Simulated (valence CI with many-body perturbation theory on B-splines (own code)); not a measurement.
# Energy levels of N+

Method: configuration interaction combined with many-body perturbation theory (CI+MBPT): four valence electrons over a frozen Dirac-Fock core [He], a basis of 11 s, 11 p, 10 d, 8 f, 5 g, 2 h functions for each j, with the one-electron correlation potential Σ1 (screened to all orders), the two-electron term Σ2, the three-electron term Σ3, Breit, model QED; selected single and double excitations, second order for the rest, scaled by the run's own slope (own B-spline code, finite nucleus).

Set against measurement, 39 paired levels are off by 76 cm⁻¹ on average, the worst by 300. These come from a selection out of the NIST Handbook of Basic Atomic Spectroscopic Data. Levels without a partner in it may be off by more. Among the levels kept, up to 1700 cm⁻¹ of a level comes from second order outside the variational space, and about a tenth of that is noise between levels of different J, which matters for small intervals.

Levels 181 to 225 of 228, with energies above the lowest level, (2s^2 2p1/2^2) J=0. "Leading %" is the weight of the configuration and term that name the level; weights of strongly mixed levels are sums over their largest components and can fall short. In the jj column 3d3/2^4 stands for four electrons in 3d with j = 3/2. Lifetimes count E1, E2, E3, M1 and M2 decay at the calculated energies, and are blank where another channel may lead or the interval is too uncertain; long ones can be off by a factor of two.

| No. | Configuration | Term | J | E (cm⁻¹) | Leading % | Leading jj | Lifetime | g |
| --- | --- | --- | --- | --- | --- | --- | --- | --- |
| 181 | 2s²2p6f | ³G | 3 | 226449 | 49 | 2s^2 2p1/2 6f5/2 (81 %) | 12.9 ns | 0.892 |
| 182 | 2s²2p6f | ³F | 2 | 226453 | 66 | 2s^2 2p1/2 6f5/2 (85 %) | 13.3 ns | 0.781 |
| 183 | 2s²2p6g | ³G° | 3 | 226458 | 50 | 2s^2 2p1/2 6g7/2 (91 %) | 25.3 ns | 0.879 |
| 184 | 2s²2p6d | ¹F° | 3 | 226532 | 88 | 2s^2 2p3/2 6d3/2 (45 %) | 1.45 ns | 1.006 |
| 185 | 2s²2p6f | ³F | 4 | 226571 | 49 | 2s^2 2p3/2 6f7/2 (80 %) | 13.2 ns | 1.148 |
| 186 | 2s²2p6d | ¹P° | 1 | 226582 | 86 | 2s^2 2p3/2 6d5/2 (70 %) | 2.16 ns | 1.000 |
| 187 | 2s²2p6g | ³G° | 5 | 226592 | 59 | 2s^2 2p3/2 6g9/2 (89 %) | 25.2 ns | 1.134 |
| 188 | 2s²2p6h | ³H | 6 | 226593 | 62 | 2s^2 2p3/2 6h11/2 (90 %) | 38.0 ns | 1.116 |
| 189 | 2s²2p6f | ³G | 3 | 226600 | 43 | 2s^2 2p3/2 6f5/2 (80 %) | 12.9 ns | 0.903 |
| 190 | 2s²2p6h | ¹H | 5 | 226602 | 34 | 2s^2 2p3/2 6h9/2 (89 %) | 38.2 ns | 0.955 |
| 191 | 2s²2p6g | ³H° | 4 | 226605 | 33 | 2s^2 2p3/2 6g7/2 (88 %) | 25.2 ns | 0.943 |
| 192 | 2s²2p6h | ³I | 7 | 226606 | 92 | 2s^2 2p3/2 6h11/2 (92 %) | 38.1 ns | 1.143 |
| 193 | 2s²2p6h | ³G | 5 | 226607 | 43 | 2s^2 2p3/2 6h11/2 (89 %) | 38.2 ns | 1.103 |
| 194 | 2s²2p6h | ¹I | 6 | 226607 | 50 | 2s^2 2p3/2 6h9/2 (90 %) | 38.2 ns | 1.011 |
| 195 | 2s²2p6f | ³G | 5 | 226610 | 92 | 2s^2 2p3/2 6f7/2 (92 %) | 12.8 ns | 1.200 |
| 196 | 2s²2p6g | ³H° | 6 | 226610 | 92 | 2s^2 2p3/2 6g9/2 (92 %) | 25.4 ns | 1.167 |
| 197 | 2s²2p6g | ³F° | 4 | 226617 | 50 | 2s^2 2p3/2 6g9/2 (87 %) | 25.3 ns | 1.148 |
| 198 | 2s²2p6g | ¹H° | 5 | 226618 | 50 | 2s^2 2p3/2 6g7/2 (90 %) | 25.5 ns | 1.015 |
| 199 | 2s²2p6h | ³H | 4 | 226619 | 49 | 2s^2 2p3/2 6h9/2 (90 %) | 38.4 ns | 0.906 |
| 200 | 2s²2p6f | ¹G | 4 | 226626 | 57 | 2s^2 2p3/2 6f5/2 (85 %) | 13.8 ns | 1.019 |
| 201 | 2s²2p6g | ³G° | 3 | 226630 | 42 | 2s^2 2p3/2 6g7/2 (88 %) | 25.3 ns | 0.908 |
| 202 | 2s²2p6f | ³D | 3 | 226632 | 66 | 2s^2 2p3/2 6f7/2 (77 %) | 13.2 ns | 1.253 |
| 203 | 2s²2p6h | ³G | 4 | 226637 | 48 | 2s^2 2p3/2 6h11/2 (91 %) | 38.4 ns | 1.026 |
| 204 | 2s²2p6f | ¹D | 2 | 226644 | 34 | 2s^2 2p3/2 6f5/2 (81 %) | 13.5 ns | 0.962 |
| 205 | 2s²2p6g | ³F° | 3 | 226657 | 50 | 2s^2 2p3/2 6g9/2 (89 %) | 25.6 ns | 1.046 |
| 206 | 2s²2p6h | ³G | 3 | 226664 | 92 | 2s^2 2p3/2 6h9/2 (92 %) | 38.1 ns | 0.749 |
| 207 | 2s²2p6g | ³F° | 2 | 226665 | 92 | 2s^2 2p3/2 6g7/2 (92 %) | 25.5 ns | 0.666 |
| 208 | 2s²2p6f | ³D | 1 | 226679 | 92 | 2s^2 2p3/2 6f5/2 (92 %) | 13.1 ns | 0.499 |
| 209 | 2s²2p6f | ³D | 2 | 226689 | 50 | 2s^2 2p3/2 6f7/2 (87 %) | 13.6 ns | 1.090 |
| 210 | 2s²2p7s | ³P° | 0 | 227325 | 91 | 2s^2 2p1/2 7s (91 %) | 15.0 ns |  |
| 211 | 2s²2p7s | ³P° | 1 | 227388 | 83 | 2s^2 2p1/2 7s (83 %) | 12.7 ns | 1.455 |
| 212 | 2s²2p7s | ³P° | 2 | 227567 | 91 | 2s^2 2p3/2 7s (91 %) | 14.7 ns | 1.501 |
| 213 | 2s²2p7s | ¹P° | 1 | 227667 | 82 | 2s^2 2p3/2 7s (83 %) | 6.12 ns | 1.046 |
| 214 | 2s²2p7p | ³D | 1 | 228269 | 51 | 2s^2 2p1/2 7p1/2 (87 %) | 37.4 ns | 0.743 |
| 215 | 2s²2p7p | ¹P | 1 | 228363 | 40 | 2s^2 2p1/2 7p3/2 (49 %) | 36.2 ns | 0.909 |
| 216 | 2s²2p7p | ³D | 2 | 228390 | 86 | 2s^2 2p1/2 7p3/2 (67 %) | 39.9 ns | 1.169 |
| 217 | 2s²2p7p | ³D | 3 | 228488 | 92 | 2s^2 2p3/2 7p3/2 (92 %) | 43.5 ns | 1.334 |
| 218 | 2s²2p7p | ³S | 1 | 228506 | 75 | 2s^2 2p3/2 7p3/2 (66 %) | 33.4 ns | 1.827 |
| 219 | 2s²2p7p | ³P | 0 | 228626 | 89 | 2s^2 2p1/2 7p1/2 (71 %) | 40.1 ns |  |
| 220 | 2s²2p7p | ³P | 1 | 228720 | 83 | 2s^2 2p3/2 7p1/2 (70 %) | 39.6 ns | 1.523 |
| 221 | 2s²2p7p | ³P | 2 | 228774 | 52 | 2s^2 2p3/2 7p1/2 (57 %) | 7.49 ns | 1.298 |
| 222 | 2s²2p7p | ¹D | 2 | 228814 | 37 | 2s^2 2p3/2 7p3/2 (71 %) | 3.30 ns | 1.197 |
| 223 | 2p⁴ | ¹D | 2 | 228999 | 62 | 2p1/2 2p3/2^3 (42 %) | 1.15 ns | 1.004 |
| 224 | 2s²2p7d | ³D° | 1 | 229233 | 49 | 2s^2 2p1/2 7d3/2 (34 %) | 1.08 ns | 0.512 |
| 225 | 2s²2p7p | ¹S | 0 | 229245 | 86 | 2s^2 2p3/2 7p3/2 (68 %) | 18.4 ns |  |

Where two levels of one J and parity lie close, their mixing, g and order are uncertain.
